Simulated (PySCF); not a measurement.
Question: Give a PBE0-D3(BJ)/def2-TZVP geometry of `Brc1ncccn1` (2-bromopyrimidine).

Answer: 
Z-matrix in Å and degrees, rows numbered from 1:
```
Br
C   1  1.8894
N   2  1.3183  1  115.86
C   3  1.3293  2  115.46  1   180.00
C   4  1.3839  3  122.32  2    -0.00
C   5  1.3843  4  116.24  3    -0.00
N   2  1.3186  1  115.94  3  -180.00
H   4  1.0861  3  116.18  2  -179.99
H   5  1.0817  4  121.89  3  -179.95
H   6  1.0861  5  121.47  4   179.96
```

The 6-membered ring C2–N3–C4–C5–C6–N7 has internal angles of 115.4° to 128.2°; it is planar, 0.00 Å rms from its mean plane, widest ring torsion 0°. N3 (pyridine-type nitrogen) is bent (angle 115.5°). The 7 heavy atoms lie in one plane (0.000 Å rms).

Computed, not measured: PySCF 2.14.0, PBE0-D3(BJ)/def2-TZVP geometry optimisation, gas phase.

Point group: C2v (every atom within 0.08 Å of its image). PBE0-D3(BJ)/def2-TZVP frequencies: not computed here.

Time: 4.1 min; peak memory 1.2 GiB. Hardware: one thread, Arm Neoverse V1 (aarch64), shared host with 32 logical CPUs at a one-minute load of 10. This is the geometry optimisation.
